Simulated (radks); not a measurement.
Tc4+, 39 electrons, occupied as [Kr] 4d3 (the NIST ground configuration). All-electron calculation, scalar-relativistic Kohn-Sham, BLYP, spin-polarised, spherical densities, finite nucleus; open shells are filled with parallel spins first (spin-orbit coupling, left out, can overturn this in heavy ions); Fermi nuclear charge, rms radius 4.4112 fm. Program: a radial shooting solver on a logarithmic mesh with Libxc functionals.

Normalised radial functions P(r) = r R(r), r in bohr:

```
   r/bohr * 4p down, o 4d up (the largest magnitude, 1.07, reaches the edge; | marks zero, & curves that meet)
 0.004413                             &
 0.005016                             &
 0.005747                             &
 0.006531                             &
 0.007483                             o*
 0.008573                             o*
 0.009744                             o*
  0.01116                             o*
  0.01269                             o*
  0.01454                             o *
  0.01652                             o *
  0.01893                             o *
  0.02169                             o  *
  0.02465                             o  *
  0.02824                             o   *
  0.03209                             o    *
  0.03677                             |o    *
  0.04179                             |o     *
  0.04788                             |o      *
  0.05485                             |o      *
  0.06234                             | o      *
  0.07142                             | o      *
  0.08118                             |  o     *
    0.093                             |   o    *
   0.1057                             |    o  *
   0.1211                             |     &
   0.1387                             |  *   o
   0.1577                             *       o
   0.1807                         *   |         o
   0.2053                     *       |          o
   0.2352                  *          |          o
   0.2674               *             |          o
   0.3063               *             |         o
   0.3509                *            |        o
   0.3989                   *         |     o
    0.457                        *    |  o
   0.5194                            o| *
    0.595                       o     |        *
   0.6763                  o          |               *
   0.7748              o              |                     *
   0.8877          o                  |                         *
    1.009        o                    |                          *
    1.156      o                      |                         *
    1.314       o                     |                      *
    1.505        o                    |                 *
    1.711           o                 |             *
     1.96              o              |        *
    2.245                  o          |     *
    2.552                     o       |  *
    2.924                        o    | *
    3.323                          o  |*
    3.807                           o *
    4.327                            o*
    4.957                             &
```

4p down: eigenvalue -88.842 eV, 2 radial nodes at r = 0.155, 0.504 bohr, <r> = 1.14 bohr, 90 % of the charge inside 1.68 bohr. 4d up: eigenvalue -50.029 eV, 1 radial node at r = 0.501 bohr, <r> = 1.44 bohr, 90 % of the charge inside 2.19 bohr.
